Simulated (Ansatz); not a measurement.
All numbers were calculated with Ansatz.

A structure relaxed at PBE0-D4/def2-TZVP, charge 0, multiplicity 1:

Cartesian coordinates in Å:
```
F -0.6305 -1.2260 -0.9803
Al -0.1299 -0.0675 0.0685
Br 1.6709 1.1353 -0.4918
H -0.9105 0.1582 1.4036
```

(1) Give its formula and SMILES.

(2) Point group (tolerance 0.08 Å, 0.16 Å for H)?

(3) Summarise the bond lengths by kind.

Answers

(1) AlBrFH, `[F][AlH][Br]`.

(2) Cs.

(3) 1 × Al–F 1.641 Å; 1 × Al–Br 2.237 Å; 1 × Al–H 1.563 Å.
